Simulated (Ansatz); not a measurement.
**C2H6FNO2W: which of these isomers lies lowest?**

2 of its isomers, all singlets with charge 0: A = `C[N](C)[W](=[O])(=[O])[F]`; B = `C[N]=[W](=[O])([F])[O]C`.

Shapes, held fixed at every level: PBE0-D4/def2-TZVP. Flexible molecules stand in one conformer, not always the lowest. Programs: Ansatz 0.2.0.

Electronic energies in kJ/mol, without zero-point or thermal terms.

Question: Which isomer should be the most stable, and roughly by how much?

Answer: A < B in rising energy, over a span of 63 kJ/mol, by CCSD(T)/def2-TZVPP. All levels agree on that. The B − A difference spans +29.3 to +64.1 kJ/mol over the levels. For atoms past krypton def2 sets carry core potentials with scalar relativity. Correlated rows may include outer-core shells of W, which these sets cover unevenly.

| level | kind | B − A |
| --- | --- | --- |
| HF/def2-SVP | Hartree–Fock | +29.3 |
| r2SCAN-D4/def2-TZVPP | meta-GGA | +64.1 |
| PBE0-D4/def2-TZVPP | global hybrid | +60.1 |
| wB97X-V/def2-TZVPP | range-separated hybrid | +64.1 |
| B2PLYP/def2-TZVPP | double hybrid | +59.7 |
| CCSD/def2-SVP | coupled cluster or CI | +55.1 |
| CCSD/def2-TZVPP | coupled cluster or CI | +57.6 |
| CCSD(T)/def2-TZVPP | coupled cluster or CI | +63.2 |
